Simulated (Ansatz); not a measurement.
Molecule: CH₃BF₂, net charge 0, singlet state. 
Structure (B3LYP-D3(BJ)/def2-TZVP (Ansatz, a program for electronic structure) minimum search):
```xyz
7

B      0.0771     0.0120    -0.0053
F      0.7240     1.1667    -0.0994
F      0.8362    -1.0778    -0.0117
C     -1.4736    -0.0795     0.1049
H     -1.9551     0.8969     0.1082
H     -1.7559    -0.6147     1.0156
H     -1.8749    -0.6658    -0.7265
```

Basis-set convergence of Hartree-Fock and CCSD(T) correlation energies (hartree) with Ansatz. Correlated levels leave the core frozen unless marked. Spin-orbit coupling is left out. No relativistic terms.

| basis | functions | E(HF) | E(corr, CCSD(T)) | rough core time |
|---|---|---|---|---|
| aug-cc-pVDZ | 119 | -263.34257 | -0.67623 | under 20 s |
| aug-cc-pVTZ | 253 | ___ | ___ | 3 min |

Q: Fill in the missing entries.

A: 
- aug-cc-pVTZ, E(HF): -263.42539
- aug-cc-pVTZ, E(corr, CCSD(T)): -0.83245
